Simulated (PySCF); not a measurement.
Species: C₄H₁₁ClSi₂.
Z-matrix (Å and degrees, PBE0-D3(BJ)/def2-SVP geometry), rows numbered from 1:
```
C 
C   1  1.3363
C   2  1.4922  1  125.31
Si  3  1.9034  2  113.34  1   114.63
Si  4  2.3454  3  111.26  2   -55.02
C   5  1.9012  4  110.26  3    57.91
Cl  6  1.7922  5  109.93  4    48.03
H   1  1.0953  2  121.46  3     1.84
H   1  1.0930  2  121.26  3  -178.64
H   2  1.0971  1  118.42  3   177.93
H   3  1.1027  2  110.92  1    -7.08
H   3  1.1047  2  110.82  1  -125.90
H   4  1.4951  3  110.12  2    66.38
H   4  1.4985  3  108.81  2  -175.48
H   5  1.5001  4  111.15  3   -61.54
H   5  1.4958  4  110.41  3   178.48
H   6  1.0989  5  110.62  4   -70.41
H   6  1.0994  5  112.13  4   167.84
```

Level of theory: PBE0-D3(BJ)/def2-SVP geometry optimisation, gas phase in PySCF 2.14.0.

Take the most abundant isotopes and a rigid rotor. The values belong to one conformer with, in the numbering `[CH2:1]=[CH:2][CH2:3][SiH2:4][SiH2:5][CH2:6][Cl:7]`, C1–C2–C3–Si4 115°, C2–C3–Si4–Si5 -55°, C3–Si4–Si5–C6 58°, Si4–Si5–C6–Cl7 48°.

**Question.** What are A, B and C (cm⁻¹)?

**Answer.** Ia = 338.82, Ib = 472.81, Ic = 615.54 u·Å²; 505379 MHz·u·Å²/I gives 1492, 1069 and 821.0 MHz, that is A = 0.04975, B = 0.03565, C = 0.02739 cm⁻¹.

**Question.** What kind of rotor is it?

**Answer.** An asymmetric top: κ = (2 × 1069 − 1492 − 821.0)/(1492 − 821.0) = -0.26.

**Question.** What does the inertial defect say?

**Answer.** Not planar: Δ = Ic − Ia − Ib = -196.08 u·Å². For a rigid frame Δ = −2 Σ m c², so Σ m c² = 98.04 u·Å² lies off the ab plane: 21.42 from hydrogen and 76.62 from heavier atoms. The atom farthest from that plane is 2.25 Å away.

**Question.** Give the coordinates in the principal-axis frame, origin at the centre of mass.

**Answer.** The sense of each axis is arbitrary; atoms in the order of the calculation.
| atom | mass (u) | a (Å) | b (Å) | c (Å) |
| --- | --- | --- | --- | --- |
| C1 | 12.000 | 1.642 | 2.108 | 0.970 |
| C2 | 12.000 | 1.710 | 1.382 | -0.150 |
| C3 | 12.000 | 2.325 | 0.028 | -0.263 |
| Si4 | 27.977 | 1.069 | -1.339 | -0.682 |
| Si5 | 27.977 | -0.696 | -1.374 | 0.862 |
| C6 | 12.000 | -1.570 | 0.314 | 0.902 |
| Cl7 | 34.969 | -1.919 | 0.861 | -0.768 |
| H8 | 1.008 | 2.078 | 1.752 | 1.910 |
| H9 | 1.008 | 1.155 | 3.087 | 0.983 |
| H10 | 1.008 | 1.252 | 1.785 | -1.062 |
| H11 | 1.008 | 2.835 | -0.253 | 0.674 |
| H12 | 1.008 | 3.085 | 0.008 | -1.065 |
| H13 | 1.008 | 0.520 | -1.129 | -2.057 |
| H14 | 1.008 | 1.770 | -2.663 | -0.662 |
| H15 | 1.008 | -0.198 | -1.665 | 2.247 |
| H16 | 1.008 | -1.690 | -2.430 | 0.494 |
| H17 | 1.008 | -0.926 | 1.072 | 1.368 |
| H18 | 1.008 | -2.524 | 0.273 | 1.447 |

**Question.** Where do the levels up to J = 2 lie, in MHz?

**Answer.** Above 0(0,0):
J = 1: 1(0,1) 1890, 1(1,1) 2313, 1(1,0) 2560
J = 2: 2(0,2) 5588, 2(1,2) 5845, 2(1,1) 6588, 2(2,1) 7856, 2(2,0) 7938
Those of J = 1 are B + C, A + C and A + B.

**Question.** Which lines would a microwave search look for?

**Answer.** The dipole components are |μa| = 0.73 D, |μb| = 0.06 D, |μc| = 1.22 D. Intensities carry the squares of the components, which stand as 0.37 : 0.00 : 1.00 (a : b : c). Some lines, for components of 0.1 D or more:

| type | branch | J(Ka,Kc) | MHz | lower level (cm⁻¹) |
| --- | --- | --- | --- | --- |
| c | Q | 5(2,4) ← 5(1,4) | 331 | 0.999 |
| c | Q | 1(1,1) ← 1(0,1) | 423 | 0.063 |
| c | Q | 2(2,1) ← 2(1,1) | 1268 | 0.220 |
| c | Q | 5(3,3) ← 5(2,3) | 1596 | 1.067 |
| c | Q | 3(3,1) ← 3(2,1) | 2416 | 0.463 |
| a | Q | 5(1,4) ← 5(1,5) | 3316 | 0.889 |
| a | R | 2(1,2) ← 1(1,1) | 3532 | 0.077 |
| c | R | 2(1,1) ← 1(0,1) | 4698 | 0.063 |
| c | Q | 5(5,1) ← 5(4,1) | 4728 | 1.246 |
| a | R | 3(2,2) ← 2(2,1) | 5670 | 0.262 |
| a | R | 3(1,2) ← 2(1,1) | 5979 | 0.220 |
| a | R | 4(1,4) ← 3(1,3) | 6941 | 0.370 |
| a | R | 4(0,4) ← 3(0,3) | 7015 | 0.366 |
| c | R | 3(2,2) ← 2(1,2) | 7681 | 0.195 |
| a | R | 4(3,1) ← 3(3,0) | 7780 | 0.544 |
| a | R | 5(2,4) ← 4(2,3) | 9271 | 0.701 |
| c | R | 4(2,2) ← 3(1,2) | 9357 | 0.419 |
| c | R | 4(1,3) ← 3(0,3) | 9424 | 0.366 |
| a | R | 5(4,1) ← 4(4,0) | 9653 | 0.924 |
| c | R | 4(3,1) ← 3(2,1) | 10214 | 0.463 |
| c | R | 4(4,0) ← 3(3,0) | 11392 | 0.544 |
| c | R | 5(2,4) ← 4(1,4) | 12252 | 0.602 |
| c | R | 5(4,2) ← 4(3,2) | 13352 | 0.800 |

PBE0-D3(BJ)/def2-SVP frequencies: not computed here. No vibrational averaging or centrifugal distortion is included, and the geometry carries the error of its method. Quadrupole hyperfine structure (35Cl) is left out.
